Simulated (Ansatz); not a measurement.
A nudged elastic band was laid between two geometries of F₃GeH (5 atoms, charge 0, multiplicity 1).

The calculation used RKS PBE0/def2-SVP (Ansatz 0.2.0).

```json
{"movable images": "5", "climbing image": "yes", "spring": "5.0 eV/Å²", "optimiser": "quadratic models (default)", "start path": "straight line", "force threshold": "0.05 eV/Å", "iteration limit": "60", "end points": "relaxed"}
```

Initial state:

```xyz
5
Properties=species:S:1:pos:R:3
Ge 0.235 0.000 0.257
H 0.180 0.000 1.772
F 1.842 0.000 -0.337
F -0.532 1.372 -0.424
F -0.532 -1.372 -0.424
```

Final state:

```xyz
5
Properties=species:S:1:pos:R:3
Ge -0.457 -0.764 0.764
H 1.050 0.929 0.215
F 1.640 0.221 0.449
F -0.615 0.982 0.292
F -0.424 -1.369 -0.875
```

Q: What changes between the two ends?

A: Bonds broken: Ge1–H2, Ge1–F3. Bonds formed: H2–F3. F3GeH becomes F2Ge + FH.

Q: What energy profile does the band end with?

A: The run converged. The highest image is number 2 of 0 to 6, 2.46 eV above the first end and 1.86 eV above the last; the last end lies 0.60 eV above the first. Neighbouring images differ by up to 1.7 eV, so the band resolves the path poorly. Another band between the same ends (5 images) ends at a top of the same energy, where a vibrational analysis finds 1 clearly imaginary mode. The orbitals stay closed-shell, which can raise the energy where a bond breaks towards radicals; this wasn't checked here.

```csv
image,path coordinate (Å),energy (eV),Ge1–H2 (Å),Ge1–F3 (Å),H2–F3 (Å)
0,0.00,0.00,1.52,1.71,2.69
1,0.63,0.78,1.51,1.73,2.05
2,1.26,2.46,1.61,1.93,1.35
3,1.95,1.04,2.33,2.34,0.93
4,2.64,0.89,2.90,2.43,0.93
5,3.33,0.77,2.80,2.43,0.93
6,4.02,0.60,2.33,2.34,0.95
```

Q: What is the geometry of the highest image?

A: 
```xyz
5
Properties=species:S:1:pos:R:3:forces:R:3
Ge -0.213 -0.038 0.324 0.00 -0.01 0.00
H 0.910 -0.049 1.484 0.00 0.00 0.00
F 1.716 0.076 0.404 0.00 0.00 0.00
F -0.694 1.340 -0.593 0.00 0.00 0.00
F -0.525 -1.329 -0.775 0.00 0.00 0.00
```

Run time: 92 s on 1 thread of Intel(R) Xeon(R) 6975P-C (Granite Rapids), on a shared host, peak memory 0.18 GiB.
